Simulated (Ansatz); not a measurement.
```yaml
crystal:
  periodic: [false, false, false]
  atoms:
    - {symbol: Br, position_ang: [-1.102077, -0.002242, 2.169687]}
    - {symbol: Sn, position_ang: [0.009959, -0.014767, -0.008288]}
    - {symbol: Br, position_ang: [2.078790, -1.310237, 0.140210]}
    - {symbol: Br, position_ang: [-1.468311, -1.027410, -1.672509]}
    - {symbol: Br, position_ang: [0.531438, 2.280857, -0.670501]}
basis:
  gaussian: {orbitals: def2-mTZVP, point_charges: [{charge: 0.50, position_ang: [6.180, -0.383, 0.547]}]}
magnetization: {spin_polarized: true, initial_magnetization: 1}
hamiltonian: {xc: {name: B97M-V}}
output: {forces: true}
```

```sh
$ ansatz run in.yaml --threads 2 --pin off --events-out ev --progress --plain --max-ram 22528MiB --backend cpu
```

Output, abridged:

```
Error: a molecule whose nuclei and cores have a total charge of 162 cannot have a net charge of 0 together with 1 unpaired electrons
```

Problem. What is wrong with this run?

Solution. The number of unpaired electrons doesn't fit the electron count. The input was rejected before any iteration.
